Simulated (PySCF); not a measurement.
Z-matrix (Å, degrees):
```
Hf
Br 1 2.4855
Br 1 2.4855 2 109.50
Br 1 2.4856 2 109.43 3 -119.93
Br 1 2.4858 2 109.45 4 -120.02
```
Charge 0, multiplicity 1.

**Question.** Estimate the LUMO, HOMO–LUMO gap and total energy that PBE-D3(BJ)/def2-TZVP // TPSS-D3(BJ)/def2-SVP (PySCF) returns for this input.

**Answer.** 
The LUMO comes out as -3.21 eV and the HOMO–LUMO gap is 4.45 eV. The total energy is -281459.58 eV.
